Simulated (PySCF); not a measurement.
PySCF input for 2-methylidene-1,3-dithiole (C4H4S2), SMILES C1(SC=CS1)=C, PBE-D3(BJ)/def2-SVP. The structure is a stationary point at PBE-D3(BJ)/def2-SVP.

```python
import numpy as np
from pyscf import gto, scf, dft, df
from pyscf.hessian import thermo

mol = gto.M(
    atom='''
    C     0.00000000    0.00000000    2.30491385
    C     0.00000000   -0.00000000    0.95049958
    S     0.00000000    1.48757419   -0.03696095
    C     0.00000000    0.67652311   -1.59166654
    C     0.00000000   -0.67652313   -1.59166654
    S     0.00000000   -1.48757418   -0.03696095
    H     0.00000000   -0.94320349    2.86815249
    H     0.00000000    0.94320348    2.86815249
    H     0.00000000    1.30457750   -2.49301833
    H     0.00000000   -1.30457752   -2.49301833
    ''',
    basis='def2-SVP',
    charge=0,
    spin=0,
    max_memory=1600,
    verbose=3,
)
mf = dft.RKS(mol, xc='pbe').density_fit(auxbasis='def2-universal-jkfit')
mf.disp = 'd3bj'
mf.grids.level = 3
mf.conv_tol = 1e-11
mf.max_cycle = 100
mf.kernel()

# [left out here: the lines that compute and print the analytic Hessian (its translational invariance restored by hand, since the grid's response is missing), thermochemistry and intensities]
```

It prints:

```
converged SCF energy = -950.285371396755

WARN: DFTD3 does not support analytical Hessian, using finite difference


WARN: Mole.unit (angstrom) is changed to Bohr

Mode                                 0                   1                   2
Irrep
Freq [cm^-1]                       87.9568            312.8593            406.4666
Reduced mass [au]                   5.5135              2.9329              4.0622
Force const [Dyne/A]                0.0251              0.1691              0.3954
Char temp [K]                     126.5502            450.1348            584.8150
Normal mode                   x     y     z       x     y     z       x     y     z
       0   C                 0.13 -0.00  0.00   -0.00 -0.17  0.00    0.00  0.00  0.00
       1   C                 0.02 -0.00 -0.00   -0.00  0.05  0.00   -0.00 -0.00  0.00
       2   S                -0.08  0.00 -0.00    0.00  0.05 -0.05   -0.04 -0.00 -0.00
       3   C                 0.11  0.00 -0.00   -0.00 -0.03 -0.03    0.17  0.00 -0.00
       4   C                 0.11  0.00  0.00   -0.00 -0.03  0.03   -0.17  0.00 -0.00
       5   S                -0.08  0.00  0.00    0.00  0.05  0.05    0.04  0.00 -0.00
       6   H                 0.17 -0.00 -0.00   -0.00 -0.31 -0.22   -0.12  0.00  0.00
       7   H                 0.17 -0.00  0.00   -0.00 -0.31  0.22    0.12  0.00  0.00
       8   H                 0.19 -0.00 -0.00   -0.00 -0.06 -0.05    0.28  0.00 -0.00
       9   H                 0.19 -0.00  0.00   -0.00 -0.06  0.05   -0.28 -0.00 -0.00
Mode                                 3                   4                   5
Irrep
Freq [cm^-1]                      427.2457            462.2752            567.1267
Reduced mass [au]                  15.8546              5.3088              7.9703
Force const [Dyne/A]                1.7051              0.6684              1.5104
Char temp [K]                     614.7114            665.1111            815.9691
Normal mode                   x     y     z       x     y     z       x     y     z
       0   C                -0.00  0.00  0.08   -0.06  0.00 -0.00    0.00 -0.00  0.17
       1   C                 0.00 -0.00  0.07    0.26  0.00 -0.00   -0.00 -0.00  0.13
       2   S                 0.00 -0.11 -0.01   -0.03  0.00  0.00    0.00  0.06 -0.05
       3   C                -0.00 -0.00 -0.06   -0.01 -0.00  0.00   -0.00 -0.00 -0.02
       4   C                 0.00  0.00 -0.06   -0.01 -0.00  0.00    0.00  0.00 -0.02
       5   S                -0.00  0.11 -0.01   -0.03 -0.00 -0.00    0.00 -0.06 -0.05
       6   H                 0.00 -0.00  0.08   -0.24 -0.00 -0.00    0.00  0.00  0.18
       7   H                -0.00  0.00  0.08   -0.24 -0.00 -0.00   -0.00 -0.00  0.18
       8   H                -0.00  0.06 -0.01    0.04 -0.00  0.00   -0.00 -0.01 -0.03
       9   H                 0.00 -0.06 -0.01    0.04  0.00 -0.00    0.00  0.01 -0.03
Mode                                 6                   7                   8
Irrep
Freq [cm^-1]                      597.1763            609.8687            619.7870
Reduced mass [au]                   1.0454              1.1915              9.4853
Force const [Dyne/A]                0.2197              0.2611              2.1468
Char temp [K]                     859.2037            877.4652            891.7355
Normal mode                   x     y     z       x     y     z       x     y     z
       0   C                -0.00  0.00  0.00   -0.00  0.00  0.00    0.00 -0.02 -0.00
       1   C                 0.00  0.00  0.00    0.01  0.00  0.00    0.00 -0.05 -0.00
       2   S                -0.01 -0.00 -0.00   -0.01  0.00  0.00    0.00 -0.04 -0.06
       3   C                -0.04  0.00 -0.00    0.08 -0.00  0.00    0.00  0.14 -0.05
       4   C                 0.04  0.00 -0.00    0.08 -0.00 -0.00    0.00  0.14  0.05
       5   S                 0.01 -0.00 -0.00   -0.01  0.00 -0.00   -0.00 -0.04  0.06
       6   H                -0.69 -0.00  0.00   -0.02  0.00  0.00   -0.00 -0.01  0.01
       7   H                 0.69 -0.00  0.00   -0.02  0.00  0.00   -0.00 -0.01 -0.01
       8   H                -0.03  0.00 -0.00   -0.64 -0.00  0.00   -0.00  0.14 -0.05
       9   H                 0.03  0.00 -0.00   -0.64 -0.00 -0.00   -0.00  0.14  0.05
Mode                                 9                  10                  11
Irrep
Freq [cm^-1]                      734.7412            746.1083            746.3282
Reduced mass [au]                   1.3772              2.5695              9.2491
Force const [Dyne/A]                0.4381              0.8428              3.0354
Char temp [K]                    1057.1290           1073.4838           1073.8002
Normal mode                   x     y     z       x     y     z       x     y     z
       0   C                -0.15  0.00 -0.00    0.00  0.07 -0.00    0.00  0.00  0.00
       1   C                 0.06  0.00  0.00   -0.00  0.18 -0.00   -0.00  0.00  0.00
       2   S                -0.00 -0.00  0.00   -0.00 -0.05  0.01    0.00  0.03  0.06
       3   C                 0.00  0.00  0.00    0.00  0.02  0.02   -0.00  0.01 -0.16
       4   C                 0.00  0.00 -0.00    0.00  0.02 -0.02    0.00 -0.01 -0.16
       5   S                -0.00 -0.00  0.00   -0.00 -0.05 -0.01    0.00 -0.03  0.06
       6   H                 0.59 -0.00 -0.00   -0.00 -0.15 -0.37   -0.00  0.00  0.01
       7   H                 0.59 -0.00  0.00   -0.00 -0.15  0.37   -0.00 -0.00  0.01
       8   H                -0.01  0.00  0.00    0.00  0.09  0.07    0.00  0.08 -0.12
       9   H                -0.01  0.00 -0.00    0.00  0.09 -0.07   -0.00 -0.08 -0.12
Mode                                12                  13                  14
Irrep
Freq [cm^-1]                      793.9702            819.9214           1049.5726
Reduced mass [au]                   3.4582              1.2059              2.0659
Force const [Dyne/A]                1.2844              0.4776              1.3409
Char temp [K]                    1142.3464           1179.6844           1510.1012
Normal mode                   x     y     z       x     y     z       x     y     z
       0   C                 0.00  0.02  0.00    0.00 -0.00 -0.00   -0.00 -0.12 -0.00
       1   C                -0.00  0.02  0.00   -0.00 -0.00 -0.00   -0.00  0.17 -0.00
       2   S                 0.00 -0.00  0.05    0.00  0.00  0.00   -0.00 -0.02  0.00
       3   C                -0.00  0.01 -0.16    0.09 -0.00 -0.00    0.00 -0.00 -0.02
       4   C                -0.00  0.01  0.16   -0.09  0.00  0.00   -0.00 -0.00  0.02
       5   S                 0.00 -0.00 -0.05   -0.00 -0.00  0.00    0.00 -0.02 -0.00
       6   H                -0.00 -0.02 -0.05   -0.03  0.00  0.00   -0.00  0.15  0.43
       7   H                -0.00 -0.02  0.05    0.03  0.00 -0.00    0.00  0.15 -0.43
       8   H                 0.00 -0.18 -0.29   -0.64 -0.00 -0.00   -0.00  0.11  0.06
       9   H                -0.00 -0.18  0.29    0.64 -0.00  0.00   -0.00  0.11 -0.06
Mode                                15                  16                  17
Irrep
Freq [cm^-1]                     1057.5848           1225.7991           1339.0743
Reduced mass [au]                   1.0385              1.4354              1.1550
Force const [Dyne/A]                0.6843              1.2707              1.2202
Char temp [K]                    1521.6291           1763.6520           1926.6298
Normal mode                   x     y     z       x     y     z       x     y     z
       0   C                 0.00  0.00 -0.01    0.00  0.02 -0.00   -0.00 -0.00 -0.01
       1   C                -0.00 -0.00 -0.00   -0.00 -0.05  0.00    0.00  0.00 -0.11
       2   S                -0.00  0.01 -0.01   -0.00  0.01  0.00   -0.00 -0.00  0.00
       3   C                 0.00  0.03 -0.00   -0.00 -0.06 -0.09    0.00  0.00  0.00
       4   C                -0.00 -0.03 -0.00    0.00 -0.06  0.09   -0.00 -0.00  0.00
       5   S                 0.00 -0.01 -0.01   -0.00  0.01 -0.00    0.00  0.00  0.00
       6   H                -0.00  0.00 -0.01   -0.00 -0.02 -0.06   -0.00  0.33  0.57
       7   H                -0.00 -0.00 -0.01   -0.00 -0.02  0.06    0.00 -0.33  0.57
       8   H                -0.00  0.58  0.38    0.00  0.49  0.29   -0.00  0.01  0.01
       9   H                -0.00 -0.58  0.38    0.00  0.49 -0.29   -0.00 -0.01  0.01
Mode                                18                  19                  20
Irrep
Freq [cm^-1]                     1555.6511           1591.8125           3100.0141
Reduced mass [au]                   7.3692              6.0576              1.0585
Force const [Dyne/A]               10.5074              9.0434              5.9936
Char temp [K]                    2238.2355           2290.2638           4460.2301
Normal mode                   x     y     z       x     y     z       x     y     z
       0   C                 0.00  0.00 -0.08   -0.00  0.00  0.17    0.00  0.00 -0.07
       1   C                -0.00  0.00  0.08    0.00  0.00 -0.19   -0.00  0.00  0.01
       2   S                 0.00  0.00  0.00    0.00  0.00  0.00   -0.00 -0.00  0.00
       3   C                -0.00 -0.18 -0.02   -0.00 -0.08 -0.00    0.00 -0.00  0.00
       4   C                 0.00  0.18 -0.02   -0.00  0.08 -0.00    0.00  0.00  0.00
       5   S                -0.00 -0.00  0.00    0.00 -0.00  0.00   -0.00  0.00  0.00
       6   H                -0.00  0.08  0.04    0.00 -0.18 -0.09   -0.00 -0.59  0.34
       7   H                -0.00 -0.08  0.04    0.00  0.18 -0.09   -0.00  0.59  0.34
       8   H                 0.00  0.01  0.14   -0.00  0.01  0.08    0.00  0.00 -0.00
       9   H                -0.00 -0.01  0.14   -0.00 -0.01  0.08    0.00 -0.00 -0.00
Mode                                21                  22                  23
Irrep
Freq [cm^-1]                     3155.1713           3173.9253           3202.3081
Reduced mass [au]                   1.0855              1.1029              1.1188
Force const [Dyne/A]                6.3668              6.5462              6.7595
Char temp [K]                    4539.5890           4566.5718           4607.4084
Normal mode                   x     y     z       x     y     z       x     y     z
       0   C                 0.00  0.00  0.00    0.00  0.00  0.00    0.00  0.09  0.00
       1   C                -0.00  0.00 -0.00   -0.00 -0.00 -0.00   -0.00  0.00 -0.00
       2   S                -0.00 -0.00  0.00    0.00 -0.00 -0.00   -0.00 -0.00  0.00
       3   C                 0.00 -0.03  0.05    0.00 -0.04  0.05    0.00  0.00 -0.00
       4   C                 0.00 -0.03 -0.05    0.00  0.04  0.05    0.00  0.00  0.00
       5   S                -0.00 -0.00 -0.00   -0.00  0.00 -0.00   -0.00 -0.00 -0.00
       6   H                -0.00 -0.00  0.00   -0.00  0.00 -0.00   -0.00 -0.57  0.35
       7   H                -0.00 -0.00 -0.00   -0.00 -0.00 -0.00   -0.00 -0.57 -0.35
       8   H                -0.00  0.39 -0.56   -0.00  0.38 -0.55    0.00 -0.00  0.00
       9   H                 0.00  0.39  0.56   -0.00 -0.38 -0.55    0.00 -0.00 -0.00
temperature 298.1500 [K]
pressure 101325.00 [Pa]
Rotational constants [GHz] 3.19640 3.06819 1.56549
Symmetry number 2
Zero-point energy (ZPE) 0.06466 [Eh]   169766.514 [J/mol]
                           tot       elec      trans        rot        vib
Entropy [J/mol/K]       322.468      0.000    168.052    109.044     45.372
Cv [J/mol/K]             94.223      0.000     12.472     12.472     69.279
Cp [J/mol/K]            102.537      0.000     20.786     12.472     69.279
Internal energy [J/mol]                      3718.434   3718.434 178121.470
Internal energy [Eh]   -950.21470  -950.28537
Enthalpy [J/mol]                             6197.391   3718.434 178121.470
Enthalpy [Eh]          -950.21375
Gibbs free energy [J/mol]                  -43907.367 -28793.131 164593.914
Gibbs free energy [Eh] -950.25037
mode   freq/cm-1   IR/(km/mol)
   1       87.96         0.640
   2      312.86         0.238
   3      406.47         0.000
   4      427.25         6.659
   5      462.28         5.614
   6      567.13         6.108
   7      597.18         0.000
   8      609.87        67.540
   9      619.79         0.093
  10      734.74        47.127
  11      746.11         5.288
  12      746.33         1.935
  13      793.97        26.758
  14      819.92         0.000
  15     1049.57         2.428
  16     1057.58         5.738
  17     1225.80         0.143
  18     1339.07         0.485
  19     1555.65         2.923
  20     1591.81       129.693
  21     3100.01         1.866
  22     3155.17         4.839
  23     3173.93         1.055
  24     3202.31         0.033
max |gradient| / (hartree/bohr): 2.7501763838301888e-05
APT charges: [-0.3708  0.3437 -0.1093 -0.0329 -0.033  -0.1094  0.0655  0.0655  0.0903
  0.0903]
```

The calculation finished and met its thresholds.

Cost: very roughly 100 core-seconds.
